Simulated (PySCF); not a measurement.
Bonds: Al1-C2, Al1-C9, Al1-F16, C2-C3, C9-C10. C2 carries H4, H5; C3 carries H6, H7, H8; C9 carries H11, H12; C10 carries H13, H14, H15.

Geometry: PBE0-D3(BJ)/def2-SVP; GIAO shifts from PySCF 2.14, gas phase, non-relativistic, averaged over equivalent atoms.

At PBE0/pcSseg-1 (pcSseg-2 on Al) (178 basis functions, 84 s wall time (68 s CPU) on 1 thread of an Intel Xeon, shared host):
| atoms | δ (ppm) |
| --- | --- |
| Al1 | 224.4 |
| C3/C10 | 9.3 |
| C2/C9 | 2.9 |
| H6/H7/H8/H13/H14/H15 | 1.09 |
| H4/H5/H11/H12 | 0.14 |
| F16 | -138.7 |

Scale: ²⁷Al (σ = 576.18 ppm) against [Al(H2O)6]3+; ¹³C (σ = 184.41 ppm), ¹H (σ = 31.27 ppm) vs TMS; ¹⁹F (σ = 177.25 ppm) vs CFCl3 (reference shieldings calculated alike).

Question: What do these become at PBE/pcSseg-1 (pcSseg-2 on Al)?

Answer: 
```
               atoms  δ at PBE/pcSseg-1 (pcSseg-2 on Al)  change
                 Al1                               225.2    +0.8
              C3/C10                                 9.7    +0.4
               C2/C9                                 5.1    +2.2
H6/H7/H8/H13/H14/H15                                1.11   +0.02
       H4/H5/H11/H12                                0.26   +0.12
                 F16                              -145.6    -6.9
```

Scale: ²⁷Al (560.82 ppm) against [Al(H2O)6]3+; ¹³C (180.03 ppm) and ¹H (31.20 ppm) vs TMS; ¹⁹F (144.73 ppm) against CFCl3 (reference shieldings calculated alike).

The largest change is at F16 (fluorine bonded to Al). Cost: 178 basis functions, 76 s wall time (65 s CPU) on 1 thread of an Intel Xeon, shared host.

Unscaled 19F shifts against computed CFCl3 carry errors that often reach 10 to 50 ppm.
